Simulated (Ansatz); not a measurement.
Harmonic frequencies (cm⁻¹) at PBE0-D4/def2-TZVP from Ansatz: 145, 197, 239, 365, 807, 943.

Task: Which molecule is it?
A. `[F][Al]([F])[I]`
B. `[CH3][AlH2]`
C. `C[Se][Al]([Cl])[Cl]`
D. `C[NH][AlH][F]`

Result: A.
